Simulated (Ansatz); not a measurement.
Correlation energies of CH4O2Zn, SMILES `C[O][Zn][OH]` by basis set

Cartesian coordinates in Å:
```
C 0.6149 -1.0814 -0.9271
O 0.5869 0.2938 -0.6616
Zn -0.4382 1.0884 0.5329
O -1.4926 2.0170 1.6024
H 1.3388 -1.2648 -1.7288
H -0.3547 -1.4710 -1.2658
H 0.9300 -1.6766 -0.0592
H -1.1850 2.0947 2.5072
```

The species carries charge 0 and has multiplicity 1. For Zn the d shell is correlated and the shells below it are frozen. Scalar relativity is left out up to krypton. The geometry is a stationary point of PBE0-D4/def2-TZVP. It is one conformer, not always the lowest. Frozen core, restricted reference, Ansatz 0.2.0.

| basis | HF (Eh) | MP2 corr. | CCSD corr. | (T) | CCSD(T) total |
| --- | --- | --- | --- | --- | --- |
| def2-SVP | -1967.33551 | ? | -0.82464 | -0.01991 | ? |
| def2-TZVPP | ? | -1.17014 | ? | ? | ? |
| def2-QZVPP | -1967.87287 | -1.25683 | – | – | – |

Fill in the withheld values. (Estimate.)

Ansatz gave: def2-SVP MP2 corr.: -0.82319; def2-SVP CCSD(T) total: -1968.18006; def2-TZVPP HF (Eh): -1967.81968; def2-TZVPP CCSD corr.: -1.13509; def2-TZVPP (T): -0.03896; def2-TZVPP CCSD(T) total: -1968.99373.
